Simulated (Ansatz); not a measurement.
CH6AlFSi (`C[SiH2][AlH][F]`), relaxed with RKS PBE0-D4/def2-TZVP in Ansatz 0.2.0 from a PBE-D4/def2-SVP geometry. The force threshold is 0.005 eV/Å; the program also tests the step.

Total charge 0; spin multiplicity 1.

Start:

```xyz
10

C     1.129    0.258    1.164
Si    0.501    0.083   -0.623
Al   -1.906   -0.402   -0.715
F    -2.617   -0.645   -2.225
H     2.213    0.491    1.181
H     0.971   -0.681    1.732
H     0.593    1.071    1.694
H     1.261   -1.012   -1.333
H     0.777    1.355   -1.391
H    -2.922   -0.517    0.516
```

```csv
step,energy (eV),largest force (eV/Å),largest move (Å)
1,-18319.9790,0.679,0.000
2,-18320.0100,0.407,0.046
3,-18320.0159,0.112,0.026
4,-18320.0176,0.023,0.025
5,-18320.0177,0.007,0.005
6,-18320.0177,0.004,0.003
```

End:

```xyz
10

C     1.130    0.258    1.154
Si    0.490    0.084   -0.607
Al   -1.912   -0.404   -0.714
F    -2.573   -0.635   -2.214
H     2.199    0.480    1.155
H     0.974   -0.663    1.720
H     0.615    1.066    1.680
H     1.239   -1.001   -1.309
H     0.763    1.341   -1.366
H    -2.925   -0.525    0.500
```

Run time 74 s (4 threads of a server CPU on a shared host); peak host memory 0.41 GiB.
